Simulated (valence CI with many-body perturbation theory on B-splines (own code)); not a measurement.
# K VII in brief

Level of theory: relativistic CI+MBPT: three valence electrons over a frozen Dirac-Fock core [Ne], radial functions for each j: 11 s, 11 p, 9 d, 7 f, 5 g, 2 h, 1 i, with the one-electron correlation potential Σ1, the two-electron term Σ2, the three-electron term Σ3, Breit, model QED; selected CI, second order for the rest, scaled by the run's own slope (own B-spline code, finite nucleus).

Set against measurement, 57 paired levels are off by 92 cm⁻¹ on average, the worst by 206. These come from a selection out of Sansonetti, J. Phys. Chem. Ref. Data 37, 7 (2008). Levels without a partner in it may be off by more.

Rates and lifetimes use the calculated energies. Strong lines usually hold to 10 to 20 %, long lifetimes can be off by a factor of two.

Problem. What is the ground level?

Solution. 3s2 3p 2P°_1/2, composition 96 % 3s2 3p 2P°, g = 0.665.

Problem. How well does LS coupling describe the low levels?

Solution. Among the lowest 20 levels the leading LS term, summed over configurations, holds 100 % on average. For single configurations the figures are 90 % in LS and 63 % in jj coupling. Terms hardly mix: every one of these levels is at least 95 % one term.

Problem. What is the ionisation energy?

Solution. 117.99 eV; NIST lists 117.56 ± 0.11 eV (measured).

Problem. Name the longest-lived excited levels whose lifetime is computed, and their main decay.

Solution. 3s2 3p 2P°_3/2 at 0.389 eV lives 3.58 s, mostly by M1 to 3s2 3p 2P°_1/2; 3s 3p2 4P_3/2 at 14.377 eV lives 4.32 μs, mostly by E1 to 3s2 3p 2P°_3/2; 3s 3p2 4P_5/2 at 14.593 eV lives 1.54 μs, mostly by E1 to 3s2 3p 2P°_3/2. The lifetime of 3s 3p 3d 4F°_9/2 is too uncertain to give, and may be longer.

Problem. How is the term 2P° of the ground level split?

Solution. J = 1/2 at 0.000, J = 3/2 at 0.389 eV.

Problem. What are the static dipole polarisabilities of the lowest levels?

Solution. 3s2 3p 2P°_1/2 1.66; 3s2 3p 2P°_3/2 1.67 (tensor 0.13) bohr³, of which the core gives 0.0277.

Problem. Among levels below 71.101 eV, which E1 lines absorb most strongly from the ground level?

Solution. to 3s2 3d 2D_3/2 at 39.89 nm, f = 0.810; to 3s 3p2 2P_1/2 at 48.38 nm, f = 0.344; to 3s 3p2 2P_3/2 at 47.93 nm, f = 0.200.
